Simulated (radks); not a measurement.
Charge is removed step by step from the 6s up level of Tb+, starting from [Xe] 4f9 6s(up 1, down 0). Method: scalar-relativistic Kohn-Sham, BLYP, spin-polarised, spherical densities, finite nucleus; open shells are filled with parallel spins first (spin-orbit coupling, left out, can overturn this in heavy ions); Fermi nuclear charge, rms radius 5.06 fm; computed with a radial shooting solver on a logarithmic mesh with Libxc functionals.

removed (e),E - E(0) (eV),eigenvalue (eV),E minus straight line (eV)
0,0.000,-9.077,0.000
0.1,0.935,-9.623,-0.251
0.2,1.924,-10.173,-0.447
0.3,2.968,-10.726,-0.587
0.4,4.069,-11.283,-0.673
0.5,5.224,-11.843,-0.702
0.6,6.436,-12.406,-0.675
0.7,7.705,-12.972,-0.592
0.8,9.030,-13.542,-0.452
0.9,10.412,-14.118,-0.255
1,11.853,-14.700,0.000

Removing the whole electron costs 11.853 eV by Delta-SCF, against 9.077 eV from minus the eigenvalue at the starting occupation. Slater's transition state (half an electron removed) gives 11.843 eV. Integrating minus the eigenvalue over the occupation (Janak's theorem) gives 11.857 eV. In this scalar-relativistic scheme the density is built from large components alone, so the theorem holds only approximately. The mean slope of the eigenvalue, de/dn, is 5.62 eV per electron. Ionisation energy of Tb+ in the NIST Atomic Spectra Database: 11.51 eV (semi-empirical).
